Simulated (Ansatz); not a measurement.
A run for Ansatz (an electronic-structure program): U-CCSD(T)/def2-TZVPP on AlH2I (SMILES [AlH2][I]), a point of a bond scan (R = 5.716 Å). Elements past Kr take the def2 small-core potentials; no spin–orbit coupling. The run froze 14 orbitals, filled d shells among them.

Ansatz 0.2 input:
```yaml
crystal:
  periodic: [false, false, false]
  atoms:
    - {symbol: Al, position_ang: [-1.02948799, -1.59301317, 0.26750098]}
    - {symbol: H, position_ang: [-0.51932809, -2.62382129, 1.33718988]}
    - {symbol: H, position_ang: [-2.32698290, -1.78051460, -0.59760769]}
    - {symbol: I, position_ang: [2.04264016, 3.16074857, -0.53075728]}
basis:
  gaussian:
    orbitals: def2-TZVPP
correlation: {method: ccsd_t, electrons: outside_noble_gas}
scf: {omitted_lower_state_checks: [cluster_reference]}
magnetization: {spin_polarized: true, initial_magnetization: 0}
```

It printed:

```
WARN ansatz: RAYON_NUM_THREADS=1 ignored (pool sized by the plan → 1); use --threads N
Functional definition: HF
these checks for a lower state are left out or cut short: cluster_reference
integrals: 0.28 GiB planned
882 factors; integrals over basis functions are off by at most 1.1e-3 eV
mean field: 0.38 GiB planned
mean field evaluation 1: about -14681.8298 eV, gradient 1.3e1 eV
mean field evaluation 2: about -14681.8282 eV, gradient 1.3e1 eV
mean field evaluation 4: about -14682.8926 eV, gradient 7.3e0 eV
mean field evaluation 8: about -14683.6575 eV, gradient 6.6e-1 eV
mean field evaluation 16: about -14683.6887 eV, gradient 1.9e-2 eV
mean field evaluation 32: about -14683.6754 eV, gradient 9.0e-1 eV
mean field evaluation 64: about -14683.9261 eV, gradient 2.0e0 eV
mean field evaluation 96: about -14685.7371 eV, gradient 2.6e-5 eV
mean field evaluation 128: about -14685.7355 eV, gradient 2.7e-2 eV
mean field evaluation 160: about -14685.7545 eV, gradient 5.0e-2 eV
mean field evaluation 192: about -14685.7371 eV, gradient 1.8e-4 eV
mean field evaluation 224: about -14683.9656 eV, gradient 4.9e-2 eV
mean field -14685.75567157 eV, -539.6915665676 hartree, gradient 1.9e-6 eV, S^2 1.009751; 18 other end points of the search recorded, 0 dependent functions left out
14 core orbitals not correlated
reference -14685.75567157 eV, -539.6915665676 hartree; 6, 6 occupied and 100, 100 virtual orbitals, 882 factors
second order -4.94280975 eV of doubles, -0.00000000 eV of singles
coupled cluster: 0.65 GiB planned
cycle   1  -5.67199540 eV  change   -7.3e-1 eV  update   6.4e-2
cycle   2  -5.93916037 eV  change   -2.7e-1 eV  update   2.4e-2
cycle   3  -5.95234927 eV  change   -1.3e-2 eV  update   7.7e-3
cycle   4  -5.95204528 eV  change    3.0e-4 eV  update   3.0e-3
cycle   5  -5.95198617 eV  change    5.9e-5 eV  update   1.9e-3
cycle   6  -5.95200058 eV  change   -1.4e-5 eV  update   9.8e-4
cycle   7  -5.95223427 eV  change   -2.3e-4 eV  update   5.8e-4
cycle   8  -5.95224253 eV  change   -8.3e-6 eV  update   3.2e-4
cycle   9  -5.95216355 eV  change    7.9e-5 eV  update   1.7e-4
cycle  10  -5.95220075 eV  change   -3.7e-5 eV  update   1.2e-4
cycle  11  -5.95222398 eV  change   -2.3e-5 eV  update   9.2e-5
cycle  12  -5.95224133 eV  change   -1.7e-5 eV  update   6.4e-5
cycle  13  -5.95222322 eV  change    1.8e-5 eV  update   3.0e-5
cycle  14  -5.95220360 eV  change    2.0e-5 eV  update   1.2e-5
cycle  15  -5.95220017 eV  change    3.4e-6 eV  update   4.6e-6
coupled cluster: 0.65 GiB planned
perturbative correction -0.15020589 eV, -0.0055199647 hartree
Total energy: -14691.85807763 eV, -539.9158258539 hartree
Checks for a lower state left out: cluster_reference
```

The run converged. Its determinant has ⟨S²⟩ = 1.01, a mixture of spin states.

Cost: about 30 core-seconds (a rough figure).
